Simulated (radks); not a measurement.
Species: Au+. Configuration: [Xe] 4f14 5d10. Method: Dirac Kohn-Sham, PBEsol, spin-unpolarised, spherical densities, point nucleus; computed with a radial shooting solver on a logarithmic mesh with Libxc functionals. Some entries of the table are withheld. Estimate them.

| orbital | occ. | eigenvalue (hartree) | r(max) (bohr) |
|---|---|---|---|
| 1s1/2 | 2 | -2963.343 | 0.01041 |
| 2s1/2 | 2 | (1) | 0.06038 |
| 2p1/2 | 2 | -501.2081 | 0.04446 |
| 2p3/2 | 4 | -433.7765 | 0.05184 |
| 3s1/2 | 2 | -123.5835 | 0.1699 |
| 3p1/2 | 2 | -113.9369 | 0.1586 |
| 3p3/2 | 4 | -99.05820 | 0.1736 |
| 3d3/2 | 4 | -83.05775 | 0.1352 |
| 3d5/2 | 6 | -79.85962 | 0.1393 |
| 4s1/2 | 2 | -27.05280 | 0.3832 |
| 4p1/2 | 2 | -22.94210 | 0.3814 |
| 4p3/2 | 4 | -19.37056 | 0.4124 |
| 4d3/2 | 4 | -12.64990 | 0.4052 |
| 4d5/2 | 6 | -11.98488 | 0.4148 |
| 5s1/2 | 2 | -4.28767 | 0.8488 |
| 4f5/2 | 6 | -3.36394 | (2) |
| 4f7/2 | 8 | -3.22386 | (3) |
| 5p1/2 | 2 | -2.95547 | 0.8972 |
| 5p3/2 | 4 | -2.34864 | 0.9779 |
| 5d3/2 | 4 | -0.60015 | 1.194 |
| 5d5/2 | 6 | -0.54236 | 1.234 |
| 6s1/2 | 0 | -0.48641 | (4) |
| 6p1/2 | 0 | -0.27185 | 2.760 |
| 6p3/2 | 0 | -0.23360 | 3.098 |

Answer. 
(1) 2s1/2 eigenvalue (hartree): -522.6878
(2) 4f5/2 r(max) (bohr): 0.3731
(3) 4f7/2 r(max) (bohr): 0.3777
(4) 6s1/2 r(max) (bohr): 2.233
